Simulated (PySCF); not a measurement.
# Assignment exercise: C4H5NO2

Geometry:
```csv
atom,x (Å),y (Å),z (Å)
O1,-2.030,1.191,-1.102
C2,-1.045,0.745,-0.578
C3,-0.651,-0.714,-0.417
C4,0.684,-0.699,0.322
C5,1.006,0.769,0.550
O6,1.969,1.237,1.094
N7,-0.037,1.498,0.003
H8,-1.456,-1.231,0.126
H9,-0.604,-1.172,-1.416
H10,1.512,-1.151,-0.243
H11,0.660,-1.204,1.299
H12,-0.062,2.512,0.026
```

Gas phase, one computed conformer, non-relativistic, one averaged value for each set of equivalent atoms. Shieldings: GIAO PBE0/pcSseg-1; coordinates at the PBE0-D3(BJ)/def2-SVP level; couplings computed with B3LYP/pcJ-1 (spin–dipole term only in couplings to heteroatoms); PySCF 2.14.

Referencing at the same level of theory: TMS for $^{13}$C, $^{1}$H.

Q: Assign these signals to the numbered atoms. $^{13}$C{$^{1}$H} NMR (computed): δ 177.0, 30.5.

A: 
| δ (ppm) | atoms | environment | reason |
| --- | --- | --- | --- |
| 177.0 | C2/C5 | amide carbonyl carbon | lone-pair donation from the attached heteroatom keeps it upfield of a ketone carbonyl |
| 30.5 | C3/C4 | sp3 CH2 α to a carbonyl | the adjacent C=O deshields it moderately |

Q: Assign these signals to the numbered atoms. $^{1}$H NMR (300 MHz, computed): δ 6.33 (br, 1H), 2.43 (s, 4H).

A: 
| δ (ppm) | atoms | environment | reason |
| --- | --- | --- | --- |
| 6.33 | H12 | hydrogen on an amide-type nitrogen | exchangeable, gas-phase position |
| 2.43 | H8/H9/H10/H11 | hydrogen on an sp3 CH2 α to a carbonyl | α to C=O |

Exchangeable OH/NH protons stand at their gas-phase positions; hydrogen bonding in a real sample shifts them, mostly to higher δ. Shifts are as computed. Against solution values, carbons near 30 ppm lie about +2 ppm off and those near 130 ppm about +5 ppm. Of 1211 compounds with measured shifts, 218 miss one by over three times the rms of a fit or turn the order of signals round; such compounds aren't used in these exercises. Hydrogen bonding in solution deshields acid and N–H amide carbonyl carbons by as much as 10 ppm beyond these values.
